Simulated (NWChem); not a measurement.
System: MgSiNH$_{5}$; SMILES [NH2][Mg][SiH3]

```xyz
8

Mg     0.0001    -0.7176     0.0009
N      0.0001    -2.6109    -0.0006
H      0.8149    -3.2186    -0.0002
H     -0.8147    -3.2188    -0.0004
Si     0.0002     1.8571     0.0000
H     -1.3348     2.4377    -0.3743
H      0.9871     2.4413    -0.9714
H      0.3428     2.4465     1.3393
```
Atoms are numbered in this order, from 1.

Computed with NWChem. Medium grid unless said otherwise, to which SCAN and Minnesota functionals are sensitive. Structure relaxed at the PBE0/def2-SVP level. B3LYP is NWChem's, with the RPA form of VWN correlation. Total energies of different functionals are on different scales.

| level | energy (Ha) | highest occupied level (eV) | orbital gap (eV) | dipole (D) |
|---|---|---|---|---|
| B3LYP/def2-SVP | -547.1765 | … | … | 1.60 |
| PBE/def2-SVP | -546.7775 | -4.84 | 3.50 | 1.60 |
| RPBE/def2-SVP | -547.0888 | -4.79 | 3.47 | 1.62 |
| TPSS/def2-SVP | -547.1863 | -4.92 | 3.79 | 1.78 |
| MN15-L/def2-SVP | -546.8980 | -5.33 | 3.99 | 1.78 |
| PW91/def2-SVP | -547.0670 | -4.89 | 3.47 | 1.61 |
| BLYP/def2-SVP | -547.1011 | -4.70 | 3.41 | 1.63 |
| HCTH/407/def2-SVP | -547.1773 | -4.95 | 3.46 | 1.59 |
| SCAN/def2-SVP | -547.1209 | -5.13 | 4.06 | 1.67 |
| M06-L/def2-SVP | -547.1157 | -4.98 | 4.21 | 1.66 |

### Question
What belongs in the gaps?

### Answer

- B3LYP/def2-SVP, highest occupied level (eV): -5.94
- B3LYP/def2-SVP, orbital gap (eV): 5.02
